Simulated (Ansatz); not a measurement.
Input file for C7H10F2OTi, SMILES `CC[C@@]12[C@H]3[C@H]4[C@H]5[C@@H]1[Ti]4532([OH])([F])[F]`:

```yaml
crystal:
  periodic: [false, false, false]
  atoms:
    - {symbol: C, position_ang: [0.067427, 2.036291, -1.746346]}
    - {symbol: C, position_ang: [-0.156386, 1.960439, -0.245588]}
    - {symbol: C, position_ang: [-0.572545, 0.612743, 0.250554]}
    - {symbol: C, position_ang: [-1.147511, -0.440223, -0.495906]}
    - {symbol: C, position_ang: [-1.347867, -1.544787, 0.361164]}
    - {symbol: C, position_ang: [-0.904843, -1.180008, 1.647879]}
    - {symbol: C, position_ang: [-0.419271, 0.139011, 1.577311]}
    - {symbol: Ti, position_ang: [0.969804, -1.192206, 0.207292]}
    - {symbol: O, position_ang: [1.378489, -2.713065, 1.118020]}
    - {symbol: F, position_ang: [2.291323, -0.044954, 0.551660]}
    - {symbol: F, position_ang: [1.252487, -1.581524, -1.507893]}
    - {symbol: H, position_ang: [-0.847810, 1.816126, -2.300631]}
    - {symbol: H, position_ang: [0.834455, 1.328815, -2.069971]}
    - {symbol: H, position_ang: [0.391959, 3.037682, -2.033877]}
    - {symbol: H, position_ang: [0.754238, 2.257572, 0.282578]}
    - {symbol: H, position_ang: [-0.926204, 2.684061, 0.048227]}
    - {symbol: H, position_ang: [-1.336864, -0.430540, -1.558462]}
    - {symbol: H, position_ang: [-1.720459, -2.515705, 0.069473]}
    - {symbol: H, position_ang: [-0.862902, -1.827996, 2.509570]}
    - {symbol: H, position_ang: [0.051955, 0.686123, 2.381488]}
    - {symbol: H, position_ang: [2.250525, -3.087845, 0.953449]}
basis:
  gaussian: {orbitals: def2-TZVPP}
correlation: {method: ccsd_t}
output: {orbitals: {seedname: orbitals}}
```

```sh
$ ansatz run in.yaml --threads 4 --pin off --events-out ev --progress --plain --max-ram 66560MiB --backend cuda --devices 0, --max-vram 37GiB
```

Output of Ansatz, abridged:

```
Functional definition: HF
3183 factors; integrals over basis functions are off by at most 1.2e-3 eV
mean field evaluation 1: about -37904.6203 eV, gradient 8.0e1 eV
mean field evaluation 2: about -37905.1677 eV, gradient 8.0e1 eV
mean field evaluation 4: about -37917.7226 eV, gradient 1.3e1 eV
mean field evaluation 8: about -37918.1531 eV, gradient 9.0e-1 eV
mean field evaluation 16: about -37918.1557 eV, gradient 2.8e-6 eV
mean field -37918.15573041 eV, -1393.4665212436 hartree, gradient 2.8e-6 eV, S^2 0.000000; 0 other end points of the search recorded, 0 dependent functions left out
15 core orbitals not correlated: weight in the atoms' cores, before any rotation towards them, 1.000 or more for the frozen orbitals, at most 0.000 for the correlated occupied ones
reference -37918.15573041 eV, -1393.4665212436 hartree; 35, 35 occupied and 464, 464 virtual orbitals, 3183 factors
second order -64.12866090 eV of doubles, -0.00000000 eV of singles
cycle   1  -62.02873741 eV  change     2.1e0 eV  update   2.9e-1
cycle   2  -63.89506760 eV  change    -1.9e0 eV  update   1.9e-1
cycle   3  -64.48863180 eV  change   -5.9e-1 eV  update   6.1e-2
cycle   4  -64.55856043 eV  change   -7.0e-2 eV  update   2.4e-2
cycle   5  -64.52308261 eV  change    3.5e-2 eV  update   8.6e-3
cycle   6  -64.51532418 eV  change    7.8e-3 eV  update   4.4e-3
cycle   7  -64.51871713 eV  change   -3.4e-3 eV  update   1.7e-3
cycle   8  -64.51802205 eV  change    7.0e-4 eV  update   8.8e-4
cycle   9  -64.51774820 eV  change    2.7e-4 eV  update   4.1e-4
cycle  10  -64.51851229 eV  change   -7.6e-4 eV  update   2.1e-4
cycle  11  -64.51825791 eV  change    2.5e-4 eV  update   1.2e-4
cycle  12  -64.51806258 eV  change    2.0e-4 eV  update   6.6e-5
cycle  13  -64.51817322 eV  change   -1.1e-4 eV  update   3.0e-5
cycle  14  -64.51810009 eV  change    7.3e-5 eV  update   1.5e-5
perturbative correction -3.24695114 eV, -0.1193232536 hartree
Total energy: -37985.92078165 eV, -1395.9568409438 hartree
```

Hardware: 4 threads of an AMD EPYC 7R13 on a shared host and a share of an NVIDIA H100 80 GB. Wall time 2.8 min, peak host memory 3 GiB.

The correlation energy is -67.765 eV, 4.8 % of it from (T); the T1 diagnostic reads 0.0187.
